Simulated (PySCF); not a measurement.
C₂H₇NSi₂, SMILES C[SiH2][SiH2]C#N, GFN2-xTB optimised geometry. Atoms within 1.6 Å of the plane z = 0.0 Å (x, y, z in Å): C1 (1.78, -1.12, 0.00), Si2 (-0.11, -1.12, 0.00), Si3 (-0.92, 1.05, 0.00), C4 (0.29, 2.13, 0.92), N5 (1.07, 2.75, 1.50), H6 (2.18, -0.58, 0.86), H7 (2.18, -0.65, -0.89), H8 (2.18, -2.13, 0.04), H9 (-0.59, -1.85, -1.19), H10 (-0.59, -1.87, 1.17), H11 (-1.02, 1.72, -1.31), H12 (-2.18, 1.28, 0.72).

Method: PySCF 2.14.0 with PBE/def2-TZVP. Cells within 0.4 Å of a nucleus heavier than hydrogen are left out (blank, or x).

Map of the HOMO amplitude (bohr^(-3/2)) on the plane z = 0.0 Å; orbital energy -7.64 eV, overall sign arbitrary:

```
|6666666666666666666666666|
|6666666666666666666666666|
|6666666666666666666666666|
|6666666666665556666666666|
|6666666666665556666666666|
|6666667777666666666666666|
|6666677787766666666666666|
|6666778888776666666666666|
|6666778997666666666666666|
|666677887xx54566666666666|
|666667765xx23456666666666|
|6666666531002356666666666|
|6666665431001356666666666|
|6666665432001467776666666|
|666666554323x6789x5556666|
|66666655544xx789xx3455666|
|666666666667x8987x2455666|
|6666666667788887632355666|
|6666666667788877542455666|
|6666666667777776654555666|
|6666666666677766655556666|
|6666666666666666666666666|
|6666666666666666666666666|
|6666666666666666666666666|
|6666666666666666666666666|
```
Scale: ten equal steps from -0.160 (start of '0') to 0.093 (end of '9'), in the order '0123456789'; x runs from -4.50 to 4.50, y from -4.50 (bottom) to 4.50 (top).
